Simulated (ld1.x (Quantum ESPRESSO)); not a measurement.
## Scattering properties, TM potential for Ge (Z = 32)

```
Element                 : Ge
Generator               : ld1.x (Quantum ESPRESSO) 7.5
Type                    : norm-conserving Troullier–Martins (Kleinman–Bylander form)
Functional              : PBEsol
Relativity              : scalar-relativistic
Frozen core             : [Ar]
Valence charge          : 14
Reference configuration : 3d10 4s2 4p2
Partial waves           : 4s (bound): rc 1.36 bohr; 3d (bound): rc 1.05 bohr; 4p (bound): rc 1.65 bohr
Local potential         : the p channel
Core correction         : Bessel-smoothed model core inside 0.65 bohr
```

The phase is arctan(r·u′/u) with u = r·R(r), unwrapped; energies in Ry, scanned from -4 to 5 Ry. A pole is an energy at which the radial function vanishes at the test radius. The pseudo phase is shifted by a multiple of π to meet the all-electron one at the reference energy, and phase errors are pseudo minus all-electron; the curves can meet again beyond the range given. Levels narrower than the energy grid can be missing from the lists of poles.

Q: For each channel, where are the poles, and over which energies does the pseudopotential scatter like the atom?

A:

```json
{"channel": "s", "radius (bohr)": "1.80", "reference energy (Ry)": "-0.86", "poles, all-electron": "3.65", "poles, pseudo": "4.23", "unbroken range about the reference energy with phases within 0.05 rad": "the whole range", "phase error 1 Ry above the reference energy (rad)": "+0.007"}
{"channel": "p", "radius (bohr)": "1.80", "reference energy (Ry)": "-0.29", "poles, all-electron": "none", "poles, pseudo": "4.59", "unbroken range about the reference energy with phases within 0.05 rad": "the whole range", "phase error 1 Ry above the reference energy (rad)": "-0.016"}
{"channel": "d", "radius (bohr)": "1.80", "reference energy (Ry)": "-2.15", "poles, all-electron": "-1.96", "poles, pseudo": "-1.95", "unbroken range about the reference energy with phases within 0.05 rad": "-2.3 to -0.3", "phase error 1 Ry above the reference energy (rad)": "+0.027"}
```

Phases in the d channel:

| E (Ry) | all-electron | pseudo |
| --- | --- | --- |
| -4.00 | 1.276 | 1.288 |
| -3.52 | 1.242 | 1.257 |
| -3.04 | 1.179 | 1.198 |
| -2.56 | 0.944 | 0.979 |
| -2.08 | -1.407 | -1.405 |
| -1.60 | -1.737 | -1.719 |
| -1.12 | -1.821 | -1.793 |
| -0.64 | -1.877 | -1.838 |
| -0.16 | -1.931 | -1.875 |
| 0.32 | -1.992 | -1.913 |
| 0.80 | -2.070 | -1.956 |
| 1.28 | -2.182 | -2.006 |
| 1.76 | -2.353 | -2.070 |
| 2.24 | -2.634 | -2.155 |
| 2.72 | -3.080 | -2.272 |
| 3.20 | -3.600 | -2.442 |
| 3.68 | -3.987 | -2.693 |
| 4.16 | -4.223 | -3.042 |
| 4.64 | -4.367 | -3.442 |
